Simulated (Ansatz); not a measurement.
`[CH3][W]([CH3])(=[S])=[S]` + H–F → `[CH3][W]([F])(=[S])=[S]` + CH₄ at 600 K and 1 bar (ligand exchange at a W–C bond).

Computed with Ansatz on PBE0-D4/def2-TZVP structures; ΔE is electronic, products minus reactants. CBS: MP2 limit from def2 TZ/QZ plus the TZ coupled-cluster correction, frozen cores. This one scheme is used for every species. def2 core potentials past Kr. For W outer-core shells are correlated without core-valence functions, which leaves a few kJ/mol of doubt a bond.

| species | CCSD(T)/CBS energy (Eh) | H − E (kJ/mol) | S (J/(mol·K)) |
| --- | --- | --- | --- |
| `[CH3][W]([CH3])(=[S])=[S]` | -942.31759 | 264.6 | 490.9 |
| H–F | -100.39570 | 42.3 | 194.0 |
| `[CH3][W]([F])(=[S])=[S]` | -1002.30482 | 167.4 | 453.1 |
| CH₄ | -40.46206 | 140.4 | 215.7 |

H − E and S are ideal-gas, rigid-rotor, harmonic terms from PBE0-D4/def2-TZVP. 1 Eh = 2625.50 kJ/mol, R = 8.31446 J/(mol·K).

Question: By hand: ΔE, ΔH, ΔS and ΔG.

Answer: ΔE = (-1002.30482) + (-40.46206) − (-942.31759) − (-100.39570) = -0.05359 Eh = -140.7 kJ/mol. Δ(H − E) = 167.4 + 140.4 − 264.6 − 42.3 = 0.9, so ΔH = -139.8 kJ/mol. ΔS = 453.1 + 215.7 − 490.9 − 194.0 = -16.1 J/(mol·K). ΔG = -139.8 − 600 × (-16.1)/1000 = -130.1 kJ/mol.

Question: By hand: the equilibrium constant, and the temperature at which ΔG would vanish if ΔH and ΔS stayed fixed.

Answer: log₁₀ K = −ΔG/(RT ln 10) = 11.3. ΔG = 0 at ΔH/ΔS = 8683 K, far beyond where these terms or the molecules hold.

ΔH outweighs TΔS. A doubt of 5 kJ/mol in ΔE shifts log₁₀ K by 0.4 here. These are equilibria of isolated gas molecules and say nothing of rates. Largest T1 diagnostic: 0.023 (customary marks: 0.02 for closed shells, 0.045 for open ones).
